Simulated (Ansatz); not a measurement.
Input file for C7H16O (`CCCC(O)CCC`):

```yaml
crystal:
  periodic: [false, false, false]
  atoms:
    - {symbol: C, position_ang: [-0.450335, 1.635230, 1.848654]}
    - {symbol: C, position_ang: [-1.476860, 1.742922, 0.732630]}
    - {symbol: C, position_ang: [-0.977572, 1.394853, -0.665969]}
    - {symbol: C, position_ang: [-0.511823, -0.050030, -0.856123]}
    - {symbol: O, position_ang: [-0.882055, -0.549720, -2.134671]}
    - {symbol: C, position_ang: [0.984674, -0.225311, -0.635498]}
    - {symbol: C, position_ang: [1.464286, -1.669615, -0.672969]}
    - {symbol: C, position_ang: [0.986385, -2.500944, 0.506618]}
    - {symbol: H, position_ang: [0.438692, 2.234459, 1.631039]}
    - {symbol: H, position_ang: [-0.125294, 0.604500, 2.007757]}
    - {symbol: H, position_ang: [-0.866624, 1.992408, 2.793482]}
    - {symbol: H, position_ang: [-2.333001, 1.099546, 0.966596]}
    - {symbol: H, position_ang: [-1.868640, 2.764995, 0.709140]}
    - {symbol: H, position_ang: [-0.172900, 2.083806, -0.956027]}
    - {symbol: H, position_ang: [-1.800276, 1.556376, -1.368447]}
    - {symbol: H, position_ang: [-1.066376, -0.684494, -0.156036]}
    - {symbol: H, position_ang: [-0.392120, -0.053759, -2.797606]}
    - {symbol: H, position_ang: [1.268669, 0.234598, 0.316122]}
    - {symbol: H, position_ang: [1.499726, 0.356402, -1.412743]}
    - {symbol: H, position_ang: [1.131699, -2.130710, -1.607541]}
    - {symbol: H, position_ang: [2.558796, -1.675305, -0.695973]}
    - {symbol: H, position_ang: [1.390071, -3.514995, 0.463881]}
    - {symbol: H, position_ang: [-0.102422, -2.586926, 0.527802]}
    - {symbol: H, position_ang: [1.303310, -2.058287, 1.455851]}
basis:
  gaussian: {orbitals: def2-TZVPP}
correlation: {method: ccsd_t}
```

```sh
$ ansatz run in.yaml --threads 4 --pin off --events-out ev --progress --plain --max-ram 66560MiB --backend cuda --devices 0, --max-vram 37GiB
```

Output of Ansatz, abridged:

```
Functional definition: HF
2750 factors; integrals over basis functions are off by at most 1.1e-3 eV
mean field evaluation 1: about -9499.7299 eV, gradient 5.2e1 eV
mean field evaluation 2: about -9500.1037 eV, gradient 5.2e1 eV
mean field evaluation 4: about -9507.1955 eV, gradient 5.7e0 eV
mean field evaluation 8: about -9507.2992 eV, gradient 3.6e-1 eV
mean field -9507.29966387 eV, -349.3868183682 hartree, gradient 2.3e-6 eV, S^2 0.000000; 0 other end points of the search recorded, 0 dependent functions left out
8 core orbitals not correlated: weight in the atoms' cores, before any rotation towards them, 1.000 or more for the frozen orbitals, at most 0.000 for the correlated occupied ones
reference -9507.29966387 eV, -349.3868183682 hartree; 25, 25 occupied and 439, 439 virtual orbitals, 2750 factors
second order -40.16340634 eV of doubles, -0.00000000 eV of singles
cycle   1  -41.23736107 eV  change    -1.1e0 eV  update   1.2e-1
cycle   2  -42.15850057 eV  change   -9.2e-1 eV  update   3.3e-2
cycle   3  -42.31828163 eV  change   -1.6e-1 eV  update   1.4e-2
cycle   4  -42.31258761 eV  change    5.7e-3 eV  update   3.1e-3
cycle   5  -42.31279588 eV  change   -2.1e-4 eV  update   1.3e-3
cycle   6  -42.31341040 eV  change   -6.1e-4 eV  update   3.2e-4
cycle   7  -42.31333183 eV  change    7.9e-5 eV  update   1.4e-4
cycle   8  -42.31329297 eV  change    3.9e-5 eV  update   4.4e-5
perturbative correction -1.65271886 eV, -0.0607362980 hartree
Total energy: -9551.26567571 eV, -351.0025395020 hartree
```

Run time 57 s (4 threads of an AMD EPYC 7R13 on a shared host and a share of an NVIDIA H100 80 GB); peak host memory 1 GiB.

MP2 recovers 91.4 % of the CCSD(T) correlation energy and the triples give 3.8 %; T1 = 0.0093.
